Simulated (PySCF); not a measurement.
NMR data simulated for an unnamed compound:

¹H NMR (600 MHz, computed): δ 4.79 (m, 1H), 2.79 (m, 1H), 2.35 (s, 3H), 2.14 (s, 3H), 1.40 (d, 3H).

¹³C{¹H} NMR (computed): δ 211.8 (C), 117.2 (C), 84.5 (C), 47.3 (CH), 35.3 (CH3), 11.7 (CH3), 5.7 (CH3).

All values are calculated (PySCF): shieldings: GIAO PBE0/pcSseg-1, GFN2-xTB geometry. Relativity neglected, one computed conformer, no solvent model, averaged over atoms made equivalent by symmetry, fast rotation or ring inversion.

Scale: TMS for ¹H (σref 31.72), ¹³C (σref 186.93) (reference shieldings calculated alike).

**Question.** Which of these does the molecule contain: a Si–H bond, an S-methyl group, a (CH3)2CH unit, an aldehyde, a ketone, a C≡C triple bond?

**Answer.** 
- A Si–H bond: yes (δH 4.79 (m)).
- An S-methyl group: no.
- A (CH3)2CH unit: no.
- An aldehyde: no.
- A ketone: yes (δC 211.8).
- A C≡C triple bond: yes (δC 117.2, 84.5).

The data belong to `C([C@H]([Si@@H](C#CC)F)C)(C)=O`, C₇H₁₁FOSi; they needn't prove each group on their own.

Carbon signals by region: 1 in the far downfield region (above 160 ppm), 1 in the sp2 and nitrile region (100–160 ppm), 1 at 50–100 ppm, 4 below 50 ppm. Above 160 ppm: 211.8, ketone carbonyl carbon.

Splittings by ¹⁹F in the carbon and heteronuclear signals aren't shown, as no couplings were computed. Shifts are as computed. Against solution values, carbons near 30 ppm lie about +3 ppm off and those near 130 ppm about +5 ppm. Of 1309 compounds with measured shifts, 239 miss one by over three times the rms of a fit or turn the order of signals round; such compounds aren't used in these exercises. No couplings were computed; multiplicities are counted from neighbouring protons, with m where these are inequivalent, close in shift, in a saturated or five-membered ring or joined by F or P, and br s for small geminal =CH2 splittings.
